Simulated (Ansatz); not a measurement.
Species: H$_{2}$SiOF, charge 0, doublet. H2SiOF (SMILES [O][SiH2]F, doublet).
B3LYP-D3(BJ)/def2-TZVP minimum from Ansatz (a program for electronic structure):
```
Si
F 1 1.5947
O 1 1.6415 2 114.98
H 1 1.4786 2 107.77 3 117.55
H 1 1.4786 4 115.19 2 -120.32
```
Charge 0, spin multiplicity 2.

Total energies in cc-pV(D+d)Z, 19 correlated electrons, 7 frozen orbitals. Radicals and triplets start from unrestricted determinants; spin-orbit coupling is neglected. Correlated methods leave the cores frozen. No relativity.

```csv
method,program,energy (Eh),minus CCSDT(Q) (mEh)
HF,Ansatz,-464.45478,462.65
MP2,Ansatz,-464.87820,39.23
CCSD,Ansatz,-464.90780,9.63
CCSD(T),Ansatz,-464.91561,1.82
CCSDT(Q),Ansatz,-464.91743,0.00
```

Rough core times of Ansatz's runs on a shared machine: CCSD(T) 30 s, CCSDT(Q) 6 min.
